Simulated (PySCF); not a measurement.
Si(F)2(GeH3)(OH) (F2GeH4OSi), SMILES O[Si](F)(F)[GeH3]. Geometry: ωB97X-D3(BJ)/def2-SVP. This is a generated structure with no PubChem entry under its InChIKey; it may be hypothetical. The values are those of a single conformer.

Computed equilibrium geometry at ωB97X-D3(BJ)/def2-SVP (PySCF confirms it by a frequency run) as a Z-matrix, and its point group (one conformer of several):
point group Cs.
```
Si
F 1 1.6213
F 1 1.6213 2 104.49
O 1 1.6412 2 109.94 3 -117.93
H 4 0.9639 1 119.56 2 57.25
Ge 1 2.3416 2 111.35 3 120.31
H 6 1.5332 1 109.50 2 61.85
H 6 1.5332 7 109.54 1 -120.09
H 6 1.5336 7 109.36 8 -119.83
```
Charge 0, spin multiplicity 1.
